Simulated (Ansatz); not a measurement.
C₆H₁₇NSi, SMILES CC(C)N([SiH3])C(C)C. Atoms are numbered in the order given.

```xyz
25

Si    -0.0041     2.1744    -0.0736
N      0.0514     0.4454     0.1002
C     -1.2530    -0.2112     0.2993
C     -1.6305    -1.2385    -0.7715
C     -1.4474    -0.7744     1.7141
C      1.2966    -0.2819    -0.1897
C      1.4629    -0.6861    -1.6632
C      1.5620    -1.4666     0.7409
H      1.3943     2.6952    -0.0081
H     -0.8248     2.7795     1.0238
H     -0.6186     2.6536    -1.3605
H     -1.9980     0.6045     0.2019
H     -0.9976    -2.1379    -0.7191
H     -2.6731    -1.5641    -0.6262
H     -1.5416    -0.8115    -1.7819
H     -0.8551    -1.6848     1.8847
H     -2.5066    -1.0316     1.8797
H     -1.1525    -0.0275     2.4671
H      2.1004     0.4497     0.0154
H      0.7869    -1.5045    -1.9519
H      1.2612     0.1702    -2.3265
H      2.4950    -1.0249    -1.8525
H      1.4922    -1.1657     1.7968
H      2.5760    -1.8574     0.5603
H      0.8585    -2.2959     0.5682
```

Coordinates come from a r2SCAN-D4/def2-SVP optimisation. The isomer is the one that the SMILES or the coordinates give; other isomers of the formula were not compared. Other conformers were not sampled.

Two levels are set side by side: PBE-D3(BJ)/def2-SVP (Ansatz, an electronic-structure program) and r2SCAN-D4/def2-SVP (Ansatz). Each level has its own optimised geometry; the coordinates shown are those of the second. Differences are taken from unrounded values.

```
quantity              r2SCAN-D4  PBE-D3(BJ)  PBE-D3(BJ) minus r2SCAN-D4
--------------------  ---------  ----------  --------------------------
mean bond length (Å)      1.281       1.288                       0.007
bond Si1–N2 (Å)           1.739       1.750                       0.012
bond N2–C3 (Å)            1.474       1.477                       0.003
bond N2–C6 (Å)            1.471       1.474                       0.003
bond C3–C4 (Å)            1.531       1.537                       0.005
bond C3–C5 (Å)            1.535       1.541                       0.005
bond C6–C7 (Å)            1.537       1.543                       0.006
bond C6–C8 (Å)            1.530       1.535                       0.005
bond Si1–H9 (Å)           1.494       1.505                       0.012
bond Si1–H10 (Å)          1.498       1.508                       0.010
bond Si1–H11 (Å)          1.504       1.516                       0.012
bond C3–H12 (Å)           1.109       1.115                       0.006
bond C4–H13 (Å)           1.101       1.108                       0.007
bond C4–H14 (Å)           1.102       1.109                       0.007
bond C4–H15 (Å)           1.101       1.107                       0.007
bond C5–H16 (Å)           1.099       1.107                       0.007
bond C5–H17 (Å)           1.102       1.110                       0.007
```

Here PBE gives about what the other level gives.
